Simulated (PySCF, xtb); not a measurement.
AlF₄, SMILES [Al-]([F])([F])([F])[F], charge -1.

Harmonic wavenumbers (cm⁻¹) from GFN2-xTB run with xtb at its own minimum, in rising order: 150, 150, 256, 256, 256, 551, 720, 721, 721.

Task: What does PBE-D3(BJ)/def2-SVPD in PySCF 2.14.0 give at its own minimum? (Estimate from the structure and the level; the computed values follow.)

Result: 181, 181, 281, 281, 281, 578, 751, 751, 751. Paired by order, the mean absolute difference is 28 cm⁻¹ and the zero-point energies are 5.4 and 5.8 kcal/mol.
